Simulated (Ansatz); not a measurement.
A made-up structure of BSi2H3S, closed shell:

```tsv
atom	x (Å)	y (Å)	z (Å)
B1	-1.3989	-0.0911	-0.3390
Si2	-0.4127	1.4280	-1.0344
Si3	0.9859	0.2456	0.3819
S4	0.0201	-1.0906	-1.0233
H5	-2.3907	-0.5754	0.0998
H6	0.7456	-0.1983	1.7775
H7	0.3083	-2.2730	-1.6305
```

It is relaxed with PBE-D4/def2-SVP and then PBE0-D4/def2-TZVP (Ansatz 0.2.0). Atoms count as bonded within 1.22 times the sum of their covalent radii (H–H: 0.88 Å). The end point is not checked to be a true minimum.

(1) Does its bonding change? (Judge from chemistry; the calculation decides.)

## Answers

(1) The calculation gives: Yes. Formed: B1–Si3; broken: Si2–S4.

Where it ends: The first stage lowers the energy by 2.08 eV in 16 steps. It ends as BSi₂H₃S ([Si]1[BH]2[SH][SiH]12):
B1  (-1.153, -0.044, -0.698)
Si2  (-0.745, 1.854, -0.339)
Si3  (0.683, 0.297, 0.306)
S4  (0.214, -1.236, -1.266)
H5  (-2.238, -0.534, -0.598)
H6  (1.217, -0.505, 1.447)
H7  (-0.122, -2.387, -0.620)
(Å)

Labels in which every atom is bracketed show which atoms are joined, not bond orders.

For scale, one of the runs: PBE0-D4/def2-TZVP relaxation, 160 basis functions, launched by `ansatz run in.yaml --threads 2 --pin off --events-out ev --progress --plain --max-ram 4352MiB`. The run took about 26 s on 2 CPU threads of an AMD EPYC 7B13 (shared host).
